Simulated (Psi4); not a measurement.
thionyl fluoride (F₂OS), singlet, at a GFN2-xTB geometry, atoms displaced at random by about 0.08 Å a coordinate; R2SCAN/6-31G, gradient (Psi4).

Input for Psi4:
```
memory 2 GB

molecule {
0 1
  O     1.34861888   -0.14051608   -0.29018884
  S     0.13095871   -0.01702321    0.48546425
  F    -0.70236892    1.27028697   -0.28602394
  F    -0.73755288   -1.19872299   -0.02640818
symmetry c1
no_reorient
no_com
}

set basis 6-31g

gradient('r2scan')
print_variables()
```

The log (banner, timings and long lists left out):

```
gradient() will perform analytic gradient computation.

   => Loading Basis Set <=

    Name: 6-31G
    Role: ORBITAL
    Keyword: BASIS

         ---------------------------------------------------------
                                   SCF
               by Justin Turney, Rob Parrish, Andy Simmonett
                          and Daniel G. A. Smith
                              RKS Reference
         ---------------------------------------------------------

  ==> Geometry <==

    Molecular point group: c1
    Full point group: C1

    Geometry (in Angstrom), charge = 0, multiplicity = 1:

       Center              X                  Y                   Z               Mass
    ------------   -----------------  -----------------  -----------------  -----------------
         O            1.348618880000    -0.140516080000    -0.290188840000    15.994914619570
         S            0.130958710000    -0.017023210000     0.485464250000    31.972071174400
         F           -0.702368920000     1.270286970000    -0.286023940000    18.998403162730
         F           -0.737552880000    -1.198722990000    -0.026408180000    18.998403162730

  Running in c1 symmetry.

  Rotational constants: A =      0.29017  B =      0.24184  C =      0.15558 [cm^-1]
  Rotational constants: A =   8699.01561  B =   7250.21368  C =   4664.20957 [MHz]
  Nuclear repulsion =  188.948498777029613

  Charge       = 0
  Multiplicity = 1
  Electrons    = 42
  Nalpha       = 21
  Nbeta        = 21

  ==> Algorithm <==

  SCF Algorithm Type is DF.
  DIIS enabled.
  MOM disabled.
  Fractional occupation disabled.
  Guess Type is SAD.
  Energy threshold   = 1.00e-08
  Density threshold  = 1.00e-08
  Integral threshold = 1.00e-12

  ==> Primary Basis <==

  Basis Set: 6-31G
    Blend: 6-31G
    Number of shells: 22
    Number of basis functions: 40
    Number of Cartesian functions: 40
    Spherical Harmonics?: false
    Max angular momentum: 1

  ==> DFT Potential <==

   => LibXC <=

    Version 7.1.2
    S. Lehtola, C. Steigemann, M. J. T. Oliveira, and M. A. L. Marques,  SoftwareX 7, 1–5 (2018) (10.1016/j.softx.2017.11.002)

   => Composite Functional: R2SCAN <=

    r2SCAN Meta-GGA XC Functional  (0.1021/acs.jpclett.0c02405)
    J. W. Furness, A. D. Kaplan, J. Ning, J. P. Perdew, J. Sun  J. Phys. Chem. Lett.  11, 8208–8215, 2020

    Deriv               =              1
    GGA                 =           TRUE
    Meta                =           TRUE

    Exchange Hybrid     =          FALSE
    MP2 Hybrid          =          FALSE

   => Exchange Functionals <=

    1.0000   XC_MGGA_X_R2SCAN

   => Correlation Functionals <=

    1.0000   XC_MGGA_C_R2SCAN

   => LibXC Density Thresholds  <==

    XC_MGGA_C_R2SCAN:  1.00E-15
    XC_MGGA_X_R2SCAN:  1.00E-11

   => Molecular Quadrature <=

    Radial Scheme          =       TREUTLER
    Pruning Scheme         =           NONE
    Nuclear Scheme         =       TREUTLER

    Blocking Scheme        =         OCTREE
    BS radius alpha        =              1
    Pruning alpha          =              1
    Radial Points          =             75
    Spherical Points       =            302
    Total Points           =          86331
    Total Blocks           =            704
    Max Points             =            256
    Max Functions          =             39
    Weights Tolerance      =       1.00E-15

   => Loading Basis Set <=

    Name: (6-31G AUX)
    Role: JKFIT
    Keyword: DF_BASIS_SCF

  ==> Integral Setup <==

  SCF_SUBTYPE=INCORE selected. In-core MEM_DF algorithm will be used.
  Using in-core AOs.

  ==> MemDFJK: Density-Fitted J/K Matrices <==

    J tasked:                   Yes
    K tasked:                    No
    wK tasked:                   No
    Algorithm:                 Core
    Schwarz Cutoff:           1E-12
    Mask sparsity (%):       0.7500
    Fitting Condition:        1E-10

   => Auxiliary Basis Set <=

  Basis Set: (6-31G AUX)
    Blend: CC-PVDZ-JKFIT
[...]
  @DF-RKS Final Energy:  -672.68270520225144
    Total Energy =                       -672.6827052022514408
[...]

 ------------------------------------------------------------------------------------

         ------------------------------------------------------------
                                   SCF GRAD
                          Rob Parrish, Justin Turney,
                       Andy Simmonett, and Alex Sokolov
         ------------------------------------------------------------

  ==> Geometry <==

    Molecular point group: c1
    Full point group: C1

    Geometry (in Angstrom), charge = 0, multiplicity = 1:

       Center              X                  Y                   Z               Mass
    ------------   -----------------  -----------------  -----------------  -----------------
         O            1.348618880000    -0.140516080000    -0.290188840000    15.994914619570
         S            0.130958710000    -0.017023210000     0.485464250000    31.972071174400
         F           -0.702368920000     1.270286970000    -0.286023940000    18.998403162730
         F           -0.737552880000    -1.198722990000    -0.026408180000    18.998403162730

  Nuclear repulsion =  188.948498777029613

  ==> Basis Set <==

  Basis Set: 6-31G
    Blend: 6-31G
    Number of shells: 22
    Number of basis functions: 40
    Number of Cartesian functions: 40
    Spherical Harmonics?: false
    Max angular momentum: 1

  ==> DFJKGrad: Density-Fitted SCF Gradients <==

    Gradient:                    1
    J tasked:                  Yes
    K tasked:                   No
    wK tasked:                  No
    Integrals threads:           1
    Schwarz Cutoff:          1E-12
    Fitting Condition:       1E-10

   => Auxiliary Basis Set <=

  Basis Set: (6-31G AUX)
    Blend: CC-PVDZ-JKFIT
    Number of shells: 108
    Number of basis functions: 373
    Number of Cartesian functions: 373
    Spherical Harmonics?: false
    Max angular momentum: 3

  ==> DFT Potential <==

   => LibXC <=

    Version 7.1.2
    S. Lehtola, C. Steigemann, M. J. T. Oliveira, and M. A. L. Marques,  SoftwareX 7, 1–5 (2018) (10.1016/j.softx.2017.11.002)

   => Composite Functional: R2SCAN <=

    r2SCAN Meta-GGA XC Functional  (0.1021/acs.jpclett.0c02405)
    J. W. Furness, A. D. Kaplan, J. Ning, J. P. Perdew, J. Sun  J. Phys. Chem. Lett.  11, 8208–8215, 2020

    Deriv               =              1
    GGA                 =           TRUE
    Meta                =           TRUE

    Exchange Hybrid     =          FALSE
    MP2 Hybrid          =          FALSE

   => Exchange Functionals <=

    1.0000   XC_MGGA_X_R2SCAN

   => Correlation Functionals <=

    1.0000   XC_MGGA_C_R2SCAN

   => LibXC Density Thresholds  <==

    XC_MGGA_C_R2SCAN:  1.00E-15
    XC_MGGA_X_R2SCAN:  1.00E-11

   => Molecular Quadrature <=

    Radial Scheme          =       TREUTLER
    Pruning Scheme         =           NONE
    Nuclear Scheme         =       TREUTLER

    Blocking Scheme        =         OCTREE
    BS radius alpha        =              1
    Pruning alpha          =              1
    Radial Points          =             75
    Spherical Points       =            302
    Total Points           =          86331
    Total Blocks           =            704
    Max Points             =            256
    Max Functions          =             39
    Weights Tolerance      =       1.00E-15

  -Total Gradient:
     Atom            X                  Y                   Z
    ------   -----------------  -----------------  -----------------
       1       -0.135458457461     0.011010192581     0.079942882205
       2        0.014338151765    -0.103824499182    -0.148301943616
       3        0.024299481920    -0.024736408879     0.017914444358
       4        0.097865951379     0.117470330344     0.053656350575

  Variable Map:
  ----------------------------------------------------------------------------
[...]
  Array Variable Map:
  ----------------------------------------------------------------------------
[...]
[...]
```
